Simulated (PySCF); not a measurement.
Isomers C5H13NSi:

A. SMILES C/C=C\[SiH2]N(C)C
B. SMILES C(=C)(C)[SiH2]N(C)C
C. SMILES [SiH3]/C(=C/C)N(C)C

Spectrum 1. $^{13}$C{$^{1}$H} NMR (computed): δ 153.6 (C), 137.3 (CH2), 40.8 (CH3), 26.5 (CH3).

Spectrum 2. $^{13}$C{$^{1}$H} NMR (computed): δ 154.5 (C), 143.6 (CH), 45.7 (CH3), 16.6 (CH3).

Spectrum 3. $^{13}$C{$^{1}$H} NMR (computed): δ 160.2 (CH), 127.7 (CH), 40.4 (CH3), 23.6 (CH3).

Level of theory: PBE0/pcSseg-1 with gauge-including orbitals, GFN2-xTB geometry, in PySCF 2.14.0 with density-fitted response routines (isolated molecule, fast rotation and ring inversion assumed for equivalent nuclei, one conformer, no relativistic terms).

Scale: TMS for $^{13}$C (reference shieldings calculated alike). Shifts are as computed. Against solution values, carbons near 30 ppm lie about +3 ppm off and those near 130 ppm about +5 ppm (rms about the fit 2.1 ppm; single classes can miss by 10 ppm). Of 1328 compounds with measured shifts, 309 miss one by over three times the rms of a fit or turn the order of signals round; such compounds aren't used in these exercises. Signals without a measured value on file couldn't be tested in this way; 1H shifts scatter by 0.2 ppm about their fit, and single ones miss by 0.5 ppm.

Match each spectrum to its structure.

Results:

1–B, 2–C, 3–A.

- Spectrum 1 (B): 4 $^{13}$C signals; δC 153.6 is a fully substituted alkene carbon; δC 137.3 is a terminal =CH2 carbon.
- Spectrum 2 (C): 4 $^{13}$C signals; δC 154.5 is an alkene carbon bearing nitrogen; δC 45.7 is a methyl carbon bonded to N.
- Spectrum 3 (A): 4 $^{13}$C signals; δC 160.2 is an alkene CH; δC 127.7 is an alkene CH.
